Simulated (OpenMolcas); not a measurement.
Tm2+ among 4 point charges of -2 e arranged as a tetrahedron (Td).

```json
{
  "Program": "OpenMolcas 26.06",
  "Method": "CASSCF",
  "Basis": "ANO-RCC-VDZP [7s6p4d2f1g]",
  "Scalar Hamiltonian": "DKH2, point nucleus",
  "Active space": "13 electrons in 7 orbitals (4f)",
  "State averaging": "2S+1 = 2 odd, 7 roots",
  "Spin-orbit coupling": "state interaction with AMFI integrals over the reference wave functions"
}
```

All point charges move together. At R = 2.77 Å the width of the lowest J multiplet is 121 cm-1, and at R = 3.31 Å it is 53 cm-1.

Task: A third run gives 72 cm-1. What distance was it run at?

Result: With a power law R^-n the two known points give n = -ln(53 / 121) / ln(3.31 / 2.77) = 4.64. Then R = 2.77 × (121 / 72)^(1/4.64) = 3.098 Å. The run was at 3.1 Å, so the estimate is off by -0.002 Å.

Point charges carry no covalency, so the field is a model and not that of real ligands. No measured value stands beside these numbers.
